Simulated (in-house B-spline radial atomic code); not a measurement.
## Al⁸⁺: [He] 2s2 2p1

Computed with an all-electron radial atomic-structure program (B-spline basis): Dirac-Kohn-Sham PBE0, spherical fractional occupations, Fermi nucleus of rms radius 3.061 fm.

Z_r = [3n² - l(l+1)]/(2<r>); Z_e = n√(-2ε); the last column is Slater's effective charge. Values are occupation-weighted means over j.

```json
{"shell": "1s", "electrons": "2", "ε (eV)": "-1834.3", "<r> (bohr)": "0.1194", "Z_r": "12.56", "Z_e": "11.61", "Slater": "12.70"}
{"shell": "2s", "electrons": "2", "ε (eV)": "-339.02", "<r> (bohr)": "0.5357", "Z_r": "11.20", "Z_e": "9.98", "Slater": "10.60"}
{"shell": "2p", "electrons": "1", "ε (eV)": "-301.51", "<r> (bohr)": "0.4778", "Z_r": "10.47", "Z_e": "9.41", "Slater": "10.60"}
```

The least bound orbital is 2p3/2 at -301.3 eV, while the most diffuse is 2s1/2 (<r> = 0.5357 bohr against 0.4782 bohr): energy order and size order differ.

Spin-orbit splittings of the orbital energies (j = l + 1/2 above j = l - 1/2 when positive): 2p 0.6875 eV.

For the 1s electron the small component carries 0.213 % of the norm, the zero-frequency Breit interaction raises the level by 0.8157 eV, self-energy by 0.3714 eV, and vacuum polarisation lowers it by 0.02229 eV.

Caution: exact exchange at fractional occupations of open shells leaves self-interaction of up to several eV.
